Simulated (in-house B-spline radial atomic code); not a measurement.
Ionising Pt⁴³⁺ with different functionals

Computed with a radial B-spline atomic code at the basis-set limit: scalar-relativistic (spin-free X2C) Hamiltonian, Fermi nucleus of rms radius 5.427 fm, spin-polarised at highest spin, spherical fractional occupations for the functionals. The ionisation energy is the difference of two self-consistent energies, [Ar] 3d10 4s2 4p5 → [Ar] 3d10 4s2 4p4, without Breit or QED terms; ε is the level of the shell that loses the electron (its least bound occupied spin orbital). There is no spin-orbit coupling in this Hamiltonian.

Hybrids are left out here: with spherical fractional occupations of an open shell their exact exchange keeps a self-interaction that integer-occupation calculations don't have.

```tsv
method	rung	ΔSCF (eV)	-ε(4p) (eV)
BP86	GGA	2270.2	2241.5
BLYP	GGA	?	?
PBE	GGA	2269.5	2240.9
PW91	GGA	?	?
SCAN	meta-GGA	2270.0	2242.2
```

Q: What does PW91 give?

A: ΔSCF 2270.0 eV, and -ε(4p) = 2241.3 eV.

Q: What does BLYP give?

A: ΔSCF 2269.4 eV, and -ε(4p) = 2240.8 eV.

Q: Among the functionals, which spreads more, the ΔSCF values or the orbital energies?

A: The orbital energies: ΔSCF values span about 0.7 eV and the orbital energies 1.5 eV.

Q: How do they compare with the NIST value?

A: NIST lists 2228 eV ± 4 (tabulated theory, ground level to ground level). Errors run from +41.4 to +42.2 eV. The correlated functionals all miss on the same side by more than they spread, so the cause is common to them (spin-orbit coupling, Breit-QED terms, multiplet and fine-structure energies, or a listed next ion that isn't the cheapest removal here) and closeness doesn't rank the functionals.
